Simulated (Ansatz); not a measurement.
Consider the substitution at a C–C bond: `FC(F)=CC(F)F` + `OC(F)CF` → `FCC(F)OC(F)F` + `C=C(F)F`.

Computed with Ansatz on PBE0-D4/def2-TZVP structures; ΔE is electronic, products minus reactants. CCSD(T)/CBS adds triple-zeta CCSD(T) − MP2 to the extrapolated MP2 energy (def2 sets, frozen cores). Functionals use def2-TZVPP. Each species was taken in one conformer, which may not be the lowest.

Q: Is it downhill or uphill in electronic energy at CCSD(T)/CBS, and by how much? (Estimate.)

A: Computed: Uphill: ΔE = +5.0 kJ/mol.

Q: What do these levels give: r2SCAN-D4, PBE0-D4, r2SCAN, PBE0, SCS-MP2/def2-TZVPP, CCSD/CBS(def2)? (Estimate.)

A: Ansatz gave: r2SCAN-D4 2.7, PBE0-D4 5.8, r2SCAN 3.0, PBE0 6.0, SCS-MP2/def2-TZVPP 2.9, CCSD/CBS(def2) 4.0 kJ/mol.

Largest T1 diagnostic among the species: 0.012.

In def2-TZVPP, CCSD(T) changes the Hartree–Fock value by +11.9 kJ/mol (the triples alone add +1.0 kJ/mol) and MP2 by +15.2 kJ/mol. From PBE to PBE0 (25 % exact exchange), in def2-TZVPP and without D4, ΔE moves by −3.6 kJ/mol.
